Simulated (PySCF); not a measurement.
Property card for `Cl[SiH]1OCCO1`

C2H5ClO2Si.
Structure used (PBE0-D3(BJ)/def2-SVP), in Å, numbered top down from 1:
```
atom  x, y, z in Å
Cl1    5.5845    0.3008    2.4618
Si2    3.9089   -0.1724    1.3773
O3     2.5704   -0.1947    2.3648
C4     1.6038    0.7254    1.8848
C5     2.3312    1.7382    0.9869
O6     3.4105    1.0542    0.3701
H7     4.1892   -1.4204    0.6442
H8     1.1133    1.2204    2.7372
H9     0.8312    0.1792    1.3145
H10    2.7187    2.5849    1.5821
H11    1.6661    2.1437    0.2094
```

From PBE0-D3(BJ)/def2-SVP geometry optimisation, gas phase (PySCF):

| Item | Value |
| --- | --- |
| Point group | C1 |
| Rotational constants A, B, C | 4.944, 1.680, 1.508 GHz |

CAM-B3LYP/def2-SVPD ground state, ΔSCF and vertical TDDFT (core frozen in the response) (PySCF):

| Quantity | Value |
| --- | --- |
| Dipole moment | 2.23 D |
| HOMO energy | -9.83 eV |
| LUMO energy | 1.12 eV |
| HOMO–LUMO gap | 10.95 eV |
| Lowest singlet excitation | 7.80 eV (159 nm, f = 0.002) |
| Strongest line among the 10 lowest singlet transitions | S9 at 8.82 eV (141 nm, f = 0.091) |
| Lowest triplet excitation (Tamm–Dancoff) | 7.51 eV |
| Static isotropic polarisability | 64.7 au |
| Vertical ionisation energy | 10.71 eV |
| Electronic spatial extent ⟨r²⟩ about the centre of nuclear charge | 825 bohr² |

B97-2/pcSseg-2 ground state and GIAO shieldings, non-relativistic (PySCF):

| Item | Value |
| --- | --- |
| 13C chemical shifts (computed TMS as zero) by class | 68.4 (C4/C5) ppm |
| 1H chemical shifts (computed TMS as zero) by class | 5.47 (H7), 4.02 (H8/H10), 3.91 (H9/H11) ppm |
| Isotropic shieldings of nuclei other than C and H, by class | 262 (O3/O6), 360 (Si2), 857 (Cl1) ppm |

**delta-SCF UKS SCAN, pcX-2 on the ionised atom, pcseg-1 elsewhere, spin-free X2C; 2p3/2 from a spin–orbit splitting computed afterwards within the 2p shell (PySCF)**

| Item | Value |
| --- | --- |
| Core binding energies | Si2p3/2 108.7 (Si2), Cl2p3/2 206.2 (Cl1), C1s 292.8 (C4/C5), O1s 538.5 (O3/O6), Si1s 1848.8 (Si2), Cl1s 2828.7 (Cl1) eV |

Monoisotopic mass from the formula: 123.9747 u.

No computed singlet falls in the visible range (750 to 380 nm, 1.65 to 3.26 eV); S1 lies 4.54 eV above its blue end. The ΔSCF ionisation energy exceeds −ε(HOMO) by 0.88 eV with CAM-B3LYP. In wavenumbers S1 is 62900 cm⁻¹ (1 eV = 8065.54 cm⁻¹). The rotational constants make it an asymmetric top with κ = (2B − A − C)/(A − C) = -0.90, nearer the prolate limit (−1).

One conformer (not necessarily the lowest) at the PBE0-D3(BJ)/def2-SVP geometry, without solvent or vibrations. NMR classes are plain means over equivalent atoms (diastereotopic ones count apart unless rotation or inversion swaps them), as if these changed places fast; in this geometry the members of some classes differ.

For the TDDFT job (CAM-B3LYP/def2-SVPD), time: 2.2 min wall (grids of density and orbitals included); peak memory 0.96 GiB. Hardware: an Arm Neoverse V2 with one thread, shared host.
